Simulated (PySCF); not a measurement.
## Excitation energy of Se by level of theory

Se [Ar] 3d10 4s2 4p4 (3P) → Se [Ar] 3d10 4s2 4p3 5s1 (5S), as a difference of total energies. Computed with PySCF 2.14 in aug-cc-pwCVDZ-PP with ECP10MDF, with scalar relativity through the core potential. Correlated levels: valence and next inner shell: nothing frozen outside the core potential. The calculations carry no spin-orbit coupling.

```tsv
method	excitation energy (eV)	error (eV)
UHF	5.374	-0.483
MP2 (valence and next inner shell)	5.549	-0.308
SCS-MP2 (valence and next inner shell)	5.683	-0.174
CCSD (valence and next inner shell)	5.596	-0.261
CCSD(T) (valence and next inner shell)	5.601	-0.256
```

Reference: 5.857 eV (measured; NIST levels, between the centres of gravity of the two terms).

Errors of the correlated levels include the incompleteness of this basis.
